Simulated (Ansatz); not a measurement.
Process, species as SMILES: [OH][K] (KOH) → [OH][K] (KOH) as triplet, charge 0 (to the triplet)

Property: adiabatic triplet-singlet gap, E(triplet) - E(singlet) (0 K, with zero-point energies), in eV. Terms: six Cartesian d functions in 6-31G* and its kin unless marked 5d; 6-311+G** with 5d; no spin-orbit coupling; LANL2DZ with its own core potentials from Na on; non-relativistic; open shells spin-unrestricted; dispersion terms only where a functional's name holds one. First-principles rows: single points at B3LYP-D3(BJ) geometries (Ansatz, a quantum-chemistry and plane-wave program), with unscaled harmonic terms from B3LYP/6-31G* (LANL2DZ past Ar) at its own minima. Levels can end on unlike triplets.

```json
[
 {"level": "B3LYP/STO-3G", "program": "Ansatz", "adiabatic triplet-singlet gap, E(triplet) - E(singlet) (0 K, with zero-point energies) (eV)": "0.15"},
 {"level": "B3LYP/3-21G", "program": "Ansatz", "adiabatic triplet-singlet gap, E(triplet) - E(singlet) (0 K, with zero-point energies) (eV)": "1.62"},
 {"level": "B3LYP/LANL2DZ", "program": "Ansatz", "adiabatic triplet-singlet gap, E(triplet) - E(singlet) (0 K, with zero-point energies) (eV)": "2.50"},
 {"level": "B3LYP/6-31G", "program": "Ansatz", "adiabatic triplet-singlet gap, E(triplet) - E(singlet) (0 K, with zero-point energies) (eV)": "2.82"},
 {"level": "B3LYP/6-31G*", "program": "Ansatz", "adiabatic triplet-singlet gap, E(triplet) - E(singlet) (0 K, with zero-point energies) (eV)": "3.04"},
 {"level": "B3LYP/6-31G**", "program": "Ansatz", "adiabatic triplet-singlet gap, E(triplet) - E(singlet) (0 K, with zero-point energies) (eV)": "3.06"},
 {"level": "B3LYP/def2-SVP", "program": "Ansatz", "adiabatic triplet-singlet gap, E(triplet) - E(singlet) (0 K, with zero-point energies) (eV)": "2.80"},
 {"level": "B3LYP/6-31G* with LANL2DZ past Ar", "program": "Ansatz", "adiabatic triplet-singlet gap, E(triplet) - E(singlet) (0 K, with zero-point energies) (eV)": "2.09"},
 {"level": "B3LYP/6-311+G**", "program": "Ansatz", "adiabatic triplet-singlet gap, E(triplet) - E(singlet) (0 K, with zero-point energies) (eV)": "3.32"},
 {"level": "B3LYP/def2-TZVPD", "program": "Ansatz", "adiabatic triplet-singlet gap, E(triplet) - E(singlet) (0 K, with zero-point energies) (eV)": "3.20"}
]
```

No value to compare with is used here. The 9 habitual levels span 0.15 (B3LYP/STO-3G) to 3.32 eV (B3LYP/6-311+G**); B3LYP/def2-TZVPD gives 3.20.

The sets are all those run for this method; runs whose electronic state is in doubt are left out.
